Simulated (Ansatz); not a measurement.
`[CH3][SnH]([F])[I]` + HCl → `[CH3][SnH]([F])[Cl]` + HI at 298.15 K and 1 bar (ligand exchange at the Sn–I bond).

Isolated molecules relaxed with PBE0-D4/def2-TZVP in Ansatz; ΔE leaves out vibrations. CCSD(T)/CBS adds triple-zeta CCSD(T) − MP2 to the extrapolated MP2 energy (def2 sets, frozen cores). This one scheme is used for every species. def2 core potentials past Kr. For I, Sn outer-core shells are correlated without core-valence functions, which leaves a few kJ/mol of doubt a bond.

```csv
species,CCSD(T)/CBS energy (Eh),H − E (kJ/mol),S (J/(mol·K))
`[CH3][SnH]([F])[I]`,-651.80248,140.9,376.3
HCl,-460.38127,26.6,186.8
`[CH3][SnH]([F])[Cl]`,-814.13902,141.7,357.6
HI,-298.03592,22.7,206.5
```

H − E and S are ideal-gas, rigid-rotor, harmonic terms from PBE0-D4/def2-TZVP, for one conformer and one mirror image of each species. 1 Eh = 2625.50 kJ/mol, R = 8.31446 J/(mol·K).

By hand: ΔE, ΔH, ΔS and ΔG.

ΔE = (-814.13902) + (-298.03592) − (-651.80248) − (-460.38127) = 0.00881 Eh = 23.1 kJ/mol. Δ(H − E) = 141.7 + 22.7 − 140.9 − 26.6 = -3.1, so ΔH = 20.0 kJ/mol. ΔS = 357.6 + 206.5 − 376.3 − 186.8 = 1.0 J/(mol·K). ΔG = 20.0 − 298.15 × (1.0)/1000 = 19.7 kJ/mol.

By hand: the equilibrium constant, and the temperature at which ΔG would vanish if ΔH and ΔS stayed fixed.

log₁₀ K = −ΔG/(RT ln 10) = -3.5. ΔG = 0 at ΔH/ΔS = 20000 K, far beyond where these terms or the molecules hold.

The number of gas molecules stays the same, so ΔS is small and ΔH decides. A doubt of 5 kJ/mol in ΔE shifts log₁₀ K by 0.9 here. Other conformers and mirror images would add mixing entropy, several J/(mol·K) or more a flexible species. Modes under 60 cm⁻¹, often nearly free rotors, make the harmonic entropy too high. These are equilibria of isolated gas molecules and say nothing of rates. Largest T1 diagnostic: 0.012 (customary marks: 0.02 for closed shells, 0.045 for open ones).
